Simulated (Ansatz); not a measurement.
`F[CH]([SiH3])[GeH3]` + `NB(O)F` → `OB(F)[NH][GeH3]` + `FC[SiH3]`  (ligand exchange at a Ge–C bond)

Program: Ansatz. Geometries: PBE0-D4/def2-TZVP. ΔE: electronic, gas phase. CBS: MP2 limit from def2 TZ/QZ plus the TZ coupled-cluster correction, frozen cores. Functionals use def2-TZVPP. B3LYP here is the variant with VWN-RPA as its local correlation; programs differ in this. For Ge outer-core shells are correlated without core-valence functions, which leaves a few kJ/mol of doubt a bond. Scalar relativity is left out up to krypton. Each species was taken in one conformer, which may not be the lowest.

`F[CH]([SiH3])[GeH3]`:

Z-matrix (Å, degrees):
```
C
Si 1 1.891
Ge 1 1.981 2 114.3
F 1 1.403 2 109.4 3 121.8
H 1 1.097 2 109.5 3 -120.7
H 2 1.487 1 107.6 3 61.3
H 2 1.485 1 110.5 3 -178.9
H 2 1.485 1 109.8 3 -57.8
H 3 1.535 1 109.5 2 56.5
H 3 1.535 1 109.0 2 176.9
H 3 1.538 1 108.6 2 -63.3
```

`NB(O)F`:

Z-matrix (Å, degrees):
```
N
B 1 1.406
H 1 1.004 2 121.1
H 1 1.003 2 124.7 3 180.0
O 2 1.363 1 125.7 3 -180.0
F 2 1.337 1 118.3 3 0.0
H 5 0.957 2 114.6 1 0.0
```

`OB(F)[NH][GeH3]`:

```xyz
10

O    -1.822    0.199    0.134
B    -0.943    0.207   -0.911
F    -1.407    0.395   -2.160
N     0.427    0.022   -0.676
Ge    1.192   -0.245    0.984
H    -2.731    0.336   -0.140
H     1.044    0.034   -1.471
H     0.634   -1.527    1.618
H     0.906    0.961    1.890
H     2.701   -0.383    0.731
```

`FC[SiH3]`:

```xyz
8

F    -1.391   -1.318   -0.270
C    -0.748   -0.132   -0.607
Si    0.722    0.174    0.548
H    -1.478    0.682   -0.542
H    -0.424   -0.204   -1.650
H     1.365    1.452    0.138
H     1.701   -0.936    0.430
H     0.253    0.281    1.952
```

```csv
level,ΔE (kJ/mol)
B2PLYP,-38.7
B3LYP,-36.9
MP2/def2-TZVPP,-39.3
CCSD(T)/def2-TZVPP,-38.6
HF/def2-QZVPP,-53.6
MP2/def2-QZVPP,-37.0
SCS-MP2/def2-QZVPP,-41.0
HF/CBS(def2),-53.7
```

(1) What does CCSD(T)/CBS give? (Estimate.)

Largest T1 diagnostic among the species: 0.012.

Results:

(1) Ansatz gave: -34.4 kJ/mol. The listed levels differ from it by -4.3, -2.5, -4.9, -4.2, -19.2, -2.6, -6.6, -19.3 kJ/mol.

From PBE to PBE0 (25 % exact exchange), in def2-TZVPP and without D4, ΔE moves by −4.4 kJ/mol. In def2-TZVPP, CCSD(T) changes the Hartree–Fock value by +14.8 kJ/mol (the triples alone add +1.9 kJ/mol) and MP2 by +14.0 kJ/mol.
